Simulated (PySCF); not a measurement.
Dipole moment and polarisability of `C=CC(=C)CC(F)F`

C6H8F2.
Cartesian coordinates in Å at the GFN2-xTB level; atoms count from 1:
```
atom  x, y, z in Å
C1    -1.8245    1.1365    0.3947
C2    -1.5301   -0.0288   -0.1713
C3    -0.2789   -0.7653   -0.0509
C4    -0.1249   -1.9439   -0.6529
C5     0.8463   -0.1614    0.7489
C6     1.5585    0.9174   -0.0561
F7     2.2860    0.3687   -1.0593
F8     2.4447    1.5902    0.7229
H9    -1.1411    1.6758    1.0288
H10   -2.7855    1.5980    0.2455
H11   -2.2740   -0.5143   -0.7898
H12   -0.9113   -2.3846   -1.2412
H13    0.7911   -2.5042   -0.5825
H14    0.4749    0.2924    1.6684
H15    1.5820   -0.9247    1.0078
H16    0.8792    1.6571   -0.5062
```

Level: CAM-B3LYP/def2-SVPD (PySCF), static field, nuclei fixed, core orbitals frozen in the response. The polarisability tensor in these axes (au):

```
x   75.71 -8.93 -0.48
y   -8.93 91.30 14.89
z   -0.48 14.89 62.52
```

Problem. What are the eigenvalues, a third of the trace, and Δα (Δα² = ½Σ(αi − αj)² over the three pairs)?

Solution. Principal values 55.69, 73.34 and 100.49 au; mean 76.51 au = 11.34 Å³ = 12.61 × 10⁻⁴⁰ C²·m²/J; Δα = 39.09 au (51 % of the mean).

Problem. What is the dipole moment, and where does it point?

Solution. (-2.29, -0.64, 0.37) D, 2.40 D in size, pointing from the negative to the positive side. Measured along this direction, the outermost atoms are F8 at the negative end and H10 and H11 at the positive end.

Problem. How large is μ²/3kT at 350 K beside α?

Solution. In Gaussian units μ²/3kT = 39.90 Å³ against 11.34 Å³, a ratio of 3.52; the Debye molar polarisation (4π/3)N_A(α + μ²/3kT) is 129.2 cm³/mol, leaving out the vibrational part.

Problem. Molar refractivity from α?

Solution. Lorentz–Lorenz: R = (4π/3)N_A α = 2.5225 cm³/(mol·Å³) × 11.34 Å³ = 28.6 cm³/mol, in the limit of long wavelengths.

Problem. Give the eigenvalues of the traceless quadrupole moment Θ = ½Σq(3rr − r²1), origin at the centre of nuclear charge.

Solution. -7.29, 0.58, 6.71 D·Å. The values depend on the origin, since the dipole doesn't vanish. The electronic extent ⟨r²⟩ about the same centre is 1072 bohr², a root-mean-square distance of 2.20 Å for the 62 electrons.

Problem. Find the Langevin capture rate constant for NO+ (29.998 u) meeting this molecule (118.059 u), k = 2.342 × 10⁻⁹ cm³/s × √(α in Å³ / reduced mass in u).

Solution. The reduced mass is 23.92 u, so k = 1.61 × 10⁻⁹ cm³/s. The formula leaves out the permanent dipole, which adds to the capture rate.

The structure is a single GFN2-xTB conformer in the gas phase; no vibrational or solvent corrections.
